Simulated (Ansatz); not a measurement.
Consider the ligand exchange at the Al–C bond: `CC1=[C]([AlH2])N1` + CH₃OH → `C[O][AlH2]` + `CC1=CN1`.

Program: Ansatz. Geometries: PBE0-D4/def2-TZVP. ΔE: electronic, gas phase. CCSD(T)/CBS is the MP2 limit (def2-TZVPP, def2-QZVPP) plus CCSD(T) − MP2 in def2-TZVPP, frozen cores. This one scheme is used for every species. Functionals use def2-TZVPP.

`CC1=[C]([AlH2])N1`:

Z-matrix (Å, degrees):
```
C
C 1 1.459
H 1 1.090 2 111.5
H 1 1.095 2 110.1 3 -121.5
H 1 1.094 2 109.2 3 121.4
C 2 1.296 1 153.6 3 2.7
N 2 1.426 1 135.6 3 -174.4
Al 6 1.898 2 158.5 1 -5.9
H 7 1.024 2 109.2 1 -81.5
H 8 1.581 6 119.9 2 175.9
H 8 1.584 6 117.4 2 -2.5
```

CH₃OH:

```xyz
6

C    -0.274    0.212    0.085
O     0.707   -0.781    0.280
H    -0.838    0.290    1.015
H    -0.975   -0.046   -0.719
H     0.163    1.194   -0.132
H     1.216   -0.869   -0.529
```

`C[O][AlH2]`:

```xyz
8

C    -0.639   -1.052    0.277
O    -0.393    0.319    0.394
Al    0.738    1.370   -0.283
H    -0.565   -1.533    1.258
H     0.066   -1.551   -0.401
H    -1.652   -1.221   -0.103
H     1.812    0.786   -1.293
H     0.634    2.882    0.152
```

`CC1=CN1`:

Z-matrix (Å, degrees):
```
C
C 1 1.457
H 1 1.095 2 109.4
H 1 1.094 2 110.7 3 117.9
H 1 1.091 2 111.2 3 -120.9
C 2 1.272 1 158.5 3 116.6
N 2 1.498 1 135.6 3 -49.1
H 6 1.074 2 156.8 1 -3.4
H 7 1.025 2 107.9 1 -87.2
```

```
         level  ΔE (kJ/mol)
        r2SCAN        -70.4
MP2/def2-TZVPP        -77.3
```

(1) What does CCSD(T)/CBS give? (An estimate is asked.)

Largest T1 diagnostic among the species: 0.013.

Results:

(1) Computed: -76.8 kJ/mol. The listed levels differ from it by 6.4, -0.5 kJ/mol.

In def2-TZVPP, CCSD(T) changes the Hartree–Fock value by +5.5 kJ/mol (the triples alone add +3.1 kJ/mol) and MP2 by +5.2 kJ/mol. From PBE to PBE0 (25 % exact exchange), in def2-TZVPP and without D4, ΔE moves by −3.7 kJ/mol.
